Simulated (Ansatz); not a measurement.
Basis sets compared for B8N8H22, a nanocrystal cut from wurtzite BN (hydrogen-capped). Total charge 0; singlet. Geometry PBE-D4/def2-SVP. Ansatz on 2 threads of AMD EPYC 7R13 on a shared host and a share (18 GiB) of an NVIDIA H100 80GB HBM3; times are rough, and most runs start from earlier orbitals.

```csv
atom,x (Å),y (Å),z (Å)
B1,-1.0942,1.8643,2.0315
N2,0.4837,1.6819,2.2919
N3,-1.4334,0.8067,0.8939
B4,-0.6550,1.1344,-0.4400
B5,1.1579,0.5565,1.3899
N6,0.9053,0.9345,-0.1173
N7,-1.0156,0.0924,-1.5699
B8,-0.2538,0.4272,-2.9246
B9,1.5709,-0.1492,-1.0452
N10,1.3058,0.2772,-2.5560
B11,-1.1618,-0.6498,1.3955
N12,0.4037,-0.7925,1.6310
N13,-1.5400,-1.6508,0.2174
B14,-0.7338,-1.3815,-1.1281
B15,1.0684,-1.9412,0.7438
N16,0.8100,-1.4868,-0.7646
H17,-1.3101,3.0069,1.6314
H18,-1.7070,1.5926,3.0636
H19,0.9765,2.5720,2.1439
H20,0.6584,1.4574,3.2798
H21,-2.4402,0.9363,0.7288
H22,-0.8943,2.2782,-0.8123
H23,2.3537,0.4831,1.6561
H24,1.3893,1.8234,-0.2928
H25,-2.0093,0.1996,-1.8126
H26,-0.4804,1.5861,-3.2676
H27,-0.5437,-0.3963,-3.7922
H28,2.7795,-0.2446,-0.8547
H29,1.8059,1.1542,-2.7508
H30,1.7536,-0.4118,-3.1738
H31,-1.8126,-0.9298,2.3999
H32,0.5623,-1.0842,2.6024
H33,-2.5545,-1.6650,0.0495
H34,-1.2881,-2.6011,0.5357
H35,-1.0697,-2.2000,-1.9813
H36,2.2715,-2.0245,0.9719
H37,0.5105,-3.0292,0.9645
H38,1.2307,-2.2264,-1.3389
```

Single mean-field runs in def2-TZVP are fitted with def2-universal-jkfit.

Binding counts from free atoms (B doublet, N quartet, H doublet) in the same basis, without a counterpoise term.

```csv
level,functions,energy (Eh),HOMO (eV),LUMO (eV),binding per atom (eV),wall time
HF/6-31G,188,-646.1559,-10.42,4.76,2.83,8.5 s
PBE-D4/def2-SVP,334,-649.3391,-5.95,-0.07,4.29,9.5 s
PBE0-D4/def2-SVP,334,-649.4535,-7.28,0.86,4.23,7 s
```

Question: Estimate the rows for HF/def2-TZVP, PBE-D4/def2-TZVP, PBE0-D4/def2-TZVP (with forces).

Answer: 
```csv
level,functions,energy (Eh),HOMO (eV),LUMO (eV),binding per atom (eV),wall time
HF/def2-TZVP,628,-646.6341,-10.63,2.47,2.98,6 s
PBE-D4/def2-TZVP,628,-650.0260,-6.10,-0.73,4.22,7.5 s
PBE0-D4/def2-TZVP (with forces),628,-650.1287,-7.39,0.07,4.16,11 s
```
